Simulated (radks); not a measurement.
Results of a calculation; reference values are marked as such.
Charge is removed step by step from the 5d5/2 level of neutral iridium, starting from [Xe] 4f14 5d(3/2: 4, 5/2: 3) 6s2. Code: a radial shooting solver on a logarithmic mesh with Libxc functionals. Model: Dirac Kohn-Sham, LDA (Slater exchange, Perdew-Wang correlation), spin-unpolarised, spherical densities, finite nucleus; Fermi nuclear charge, rms radius 5.4032 fm.

removed (e)  E - E(0) (eV)  eigenvalue (eV)  E minus straight line (eV)
0                    0.000           -6.747                       0.000
0.25                 1.985           -9.152                      -0.951
0.5                  4.586          -11.672                      -1.286
0.75                 7.830          -14.298                      -0.977
1                   11.743          -17.021                       0.000

Removing the whole electron costs 11.743 eV by Delta-SCF, against 6.747 eV from minus the eigenvalue at the starting occupation. Slater's transition state (half an electron removed) gives 11.672 eV. Integrating minus the eigenvalue over the occupation (Janak's theorem) gives 11.743 eV. The mean slope of the eigenvalue, de/dn, is 10.3 eV per electron.
